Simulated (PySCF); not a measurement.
Compound: C5H8F2Se.
Bonds: C1–C2 (double), C2–C3, C3–F4, C3–F5, C3–C6, C6–Se7, Se7–C8. Hydrogens: H9, H10 on C1; H11 on C2; H12, H13 on C6; H14, H15, H16 on C8.

Computed by this run: PySCF 2.14.0, PBE0-D3(BJ)/def2-SVP geometry optimisation, gas phase; density fitting, grid level 1; the optimiser is geomeTRIC in internal coordinates, started from a GFN2-xTB structure.

Step 0: E = -76063.2338 eV
```
atom  x, y, z in Å  |  force x, y, z in eV/Å
C1     -2.9029    0.5187   -0.5799   -0.099   0.021  -0.121
C2     -2.1380    0.3233    0.4763    0.557  -0.612   0.213
C3     -0.9859   -0.6419    0.4997    0.171  -0.459   0.024
F4     -1.0996   -1.5773   -0.4859   -0.111   0.404  -0.071
F5     -1.0062   -1.3597    1.6642   -0.131   0.385  -0.058
C6      0.3578    0.0536    0.3712    0.119  -0.781   0.041
Se7     1.7930   -1.2991    0.4264    0.084   0.267  -0.018
C8      3.2510   -0.0116    0.2523   -0.618  -0.308   0.063
H9     -2.7503   -0.0303   -1.4939    0.130  -0.351  -0.486
H10    -3.7132    1.2261   -0.5644   -0.464   0.437   0.050
H11    -2.2798    0.8497    1.4084   -0.101   0.337   0.425
H12     0.4020    0.5842   -0.5815   -0.022   0.164  -0.196
H13     0.4936    0.7503    1.1998   -0.003   0.216   0.183
H14     3.2327    0.6771    1.0934    0.074   0.276   0.281
H15     3.1532    0.5266   -0.6872    0.047   0.224  -0.332
H16     4.1789   -0.5752    0.2592    0.367  -0.221   0.000
```

Step 1: E = -76063.2891 eV
```
atom  x, y, z in Å  |  force x, y, z in eV/Å
C1     -2.9220    0.5124   -0.5628   -0.056   0.000  -0.064
C2     -2.0981    0.3501    0.4682    0.026   0.028   0.022
C3     -0.9905   -0.6689    0.4703   -0.126   0.205  -0.157
F4     -1.1307   -1.4825   -0.6072    0.100  -0.137   0.104
F5     -1.1179   -1.4385    1.5815    0.090  -0.112   0.018
C6      0.3808   -0.0247    0.4337   -0.016   0.170  -0.045
Se7     1.8509   -1.3040    0.5381   -0.075  -0.111   0.043
C8      3.2394    0.0136    0.2446    0.117   0.007  -0.035
H9     -2.8261   -0.1141   -1.4548   -0.006   0.044   0.031
H10    -3.7198    1.2597   -0.5499    0.026  -0.012   0.036
H11    -2.1794    0.9560    1.3770    0.022  -0.020  -0.020
H12     0.4606    0.5283   -0.5163    0.003  -0.022   0.087
H13     0.4684    0.6913    1.2668   -0.035  -0.050  -0.042
H14     3.2354    0.7835    1.0301   -0.013  -0.029  -0.012
H15     3.1397    0.4821   -0.7458   -0.008  -0.010   0.032
H16     4.1957   -0.5298    0.2847   -0.048   0.050   0.000
```

Q: Estimate the geometry and energy of step 2. (The exact step hangs on the optimiser's Hessian estimate; all steps are aligned on step 1, rigid shifts and turns removed.)

A: E = -76063.2904 eV, largest force 0.250 eV/Å
```
atom  x, y, z in Å  |  force x, y, z in eV/Å
C1     -2.9641    0.5202   -0.5551    0.097  -0.132  -0.069
C2     -2.0985    0.3327    0.4372    0.022   0.049   0.193
C3     -0.9756   -0.6702    0.4487   -0.078  -0.007  -0.237
F4     -1.0872   -1.5219   -0.6020   -0.071   0.043  -0.018
F5     -1.0774   -1.4267    1.5733   -0.046  -0.016   0.092
C6      0.3856   -0.0101    0.4111    0.017   0.099  -0.025
Se7     1.8469   -1.2988    0.5630   -0.021  -0.013   0.017
C8      3.2508    0.0057    0.2639    0.026   0.001  -0.012
H9     -2.9188   -0.0746   -1.4707    0.029  -0.038  -0.006
H10    -3.7537    1.2714   -0.4796    0.015   0.009   0.013
H11    -2.1590    0.9340    1.3496    0.007   0.007   0.036
H12     0.4761    0.5274   -0.5438    0.019   0.005   0.003
H13     0.4557    0.7169    1.2336    0.002  -0.006   0.005
H14     3.2368    0.7875    1.0363   -0.007  -0.004   0.003
H15     3.1647    0.4582   -0.7341   -0.007  -0.001   0.003
H16     4.2039   -0.5373    0.3266   -0.002   0.004   0.000
```

The energy changes by -0.0013 eV. The first-order estimate −F·Δx gives -0.0216 eV and the mean of the old and new forces, exact on a quadratic surface, -0.0016 eV. The step makes an angle of 77° with the force vector and moves no atom by more than 0.102 Å.

What follows is the cost of the whole optimisation. Time: 2.0 min; peak memory 0.84 GiB. Hardware: Arm Neoverse N1, one thread, shared host with 64 logical CPUs at a one-minute load of 33.
